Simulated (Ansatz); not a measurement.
Ansatz (a first-principles code) input (RI-MP2/def2-TZVPPD):
A basis named .json is the Basis Set Exchange file of that set.

Ansatz 0.2 input:
```yaml
crystal:
  periodic: [false, false, false]
  atoms:
    - {symbol: Cl, position_ang: [-0.56434547, 2.43938640, -0.05544299]}
    - {symbol: Al, position_ang: [-0.09569963, 0.41366216, -0.00940182]}
    - {symbol: Br, position_ang: [2.04447657, -0.23101573, 0.06205019]}
    - {symbol: Br, position_ang: [-1.73482034, -1.10747504, -0.03162863]}
basis:
  gaussian:
    orbitals: def2-TZVPPD.json
    fitting: {mean_field: def2-universal-jkfit, correlation: def2-TZVPPD-RIFIT.json}
magnetization: {spin_polarized: true, initial_magnetization: 2}
correlation: {method: mp2, electrons: outside_noble_gas}
```

End of the output:

```
mean field evaluation 16: about -159084.6253 eV, gradient 5.1e-4 eV
mean field evaluation 32: about -159085.2053 eV, gradient 1.2e0 eV
mean field evaluation 64: about -159083.4454 eV, gradient 1.0e1 eV
mean field evaluation 96: about -159084.6293 eV, gradient 1.1e-5 eV
mean field evaluation 128: about -159084.2873 eV, gradient 8.8e-1 eV
mean field evaluation 160: about -159085.2626 eV, gradient 6.3e-2 eV
mean field evaluation 192: about -159082.4307 eV, gradient 4.9e0 eV
mean field evaluation 224: about -159085.2626 eV, gradient 5.7e-2 eV
mean field evaluation 256: about -159085.2505 eV, gradient 1.4e-1 eV
mean field evaluation 288: about -159084.6246 eV, gradient 7.9e-2 eV
mean field -159085.26260229 eV, -5846.2755687701 hartree, gradient 6.4e-9 eV, S^2 2.012312; 28 other end points of the search recorded, 0 dependent functions left out
38 core orbitals not correlated
reference -159085.26260229 eV, -5846.2755687701 hartree; 13, 11 occupied and 162, 164 virtual orbitals, 628 factors
second order -14.92436816 eV of doubles, -0.00000000 eV of singles
Total energy: -159100.18697045 eV, -5846.8240291840 hartree
```

This state (charge 0, triplet) is run at the relaxed geometry of the species with charge 0 and multiplicity 1, and is a spin state other than that species' own.
